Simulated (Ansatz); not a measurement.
Compare A (`F[SiH]1CO1`) with its isomer B (`CO[Si]F`).

Gas-phase electronic energies from Ansatz, PBE0-D4/def2-TZVP geometries. CBS: MP2 limit from def2 TZ/QZ plus the TZ coupled-cluster correction, frozen cores. DFT in def2-TZVPP. B3LYP here is the variant with VWN-RPA as its local correlation; programs differ in this. One conformer a species, not always the lowest.

(1) Which isomer does CCSD(T)/CBS put lower? Give the gap. (An estimate is asked.)

(2) Give E(B) − E(A) in kJ/mol with B2PLYP, BLYP-D4, B3LYP, PBE-D4, CCSD/def2-TZVPP, HF/def2-TZVPP, ωB97M-V. (An estimate is asked.)

(3) Does the order hold for the free energy at 298.15 K (harmonic terms from PBE0-D4)? (Estimate.)

Largest T1 diagnostic: 0.014.

Results:

(1) Ansatz gave: B, by 61.3 kJ/mol.

(2) Ansatz gave: B2PLYP -67.0, BLYP-D4 -78.3, B3LYP -74.0, PBE-D4 -60.6, CCSD/def2-TZVPP -67.0, HF/def2-TZVPP -76.0, ωB97M-V -72.5. None reverses the order clearly.

(3) Ansatz gave: Yes: G(B) − G(A) = -58.4 kJ/mol, for one conformer each.

At CCSD(T), def2-SVP lies −28.3 kJ/mol from the extrapolated value and def2-TZVPP −2.8 kJ/mol. From BLYP to BHLYP (50 % exact exchange), in def2-TZVPP and without D4, E(B) − E(A) moves by +4.4 kJ/mol.
